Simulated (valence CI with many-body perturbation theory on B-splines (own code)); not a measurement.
## Questions on Dy³⁵⁺

Calculated by configuration interaction combined with many-body perturbation theory (CI+MBPT): three valence electrons over a frozen Dirac-Fock core [Ar] 3d10, a basis of 9 s, 9 p, 8 d, 6 f, 3 g, 1 h functions for each j, with the one-electron correlation potential Σ1, the two-electron term Σ2, the three-electron term Σ3, Breit, model QED; selected CI, second order for the rest, scaled by the run's own slope (own B-spline code, finite nucleus).

No measured spectrum was set against this ion. As an estimate, large intervals hold to a few tenths of a per cent, small ones and those within an open d or f shell to about a per cent.

Levels are named by their leading jj configuration (3d3/2^4 stands for four electrons in 3d with j = 3/2), which in mixed levels can hold well under half, so a name can repeat and another be missing.

Rates and lifetimes use the calculated energies. Strong lines usually hold to 10 to 20 %, long lifetimes can be off by a factor of two.

Question: What is the ground level?

Answer: (4s^2 4p1/2) J=1/2, composition 99 % 4s²4p ²P°, g = 0.661.

Question: Name the longest-lived excited levels whose lifetime is computed, and their main decay.

Answer: (4s 4p3/2 4d5/2) J=9/2 at 308.22 eV lives 1.72 μs, mostly by M1 to (4s 4p1/2 4d5/2) J=7/2; (4s^2 4p3/2) J=3/2 at 53.04 eV lives 1.40 μs, mostly by M1 to (4s^2 4p1/2) J=1/2.

Question: What is the ionisation energy?

Answer: 1520.8 eV; NIST lists 1520 ± 5 eV (theoretical).

Question: Among levels below 329.34 eV, which E1 lines absorb most strongly from the ground level?

Answer: to (4s^2 4d3/2) J=3/2 at 6.748 nm, f = 0.748; to (4s 4p1/2 4p3/2) J=1/2 at 8.893 nm, f = 0.382; to (4s 4p1/2 4p3/2) J=3/2 at 9.083 nm, f = 0.367.

Question: What are the static dipole polarisabilities of the lowest levels?

Answer: (4s^2 4p1/2) J=1/2 0.0605 bohr³, of which the core gives 0.00382.
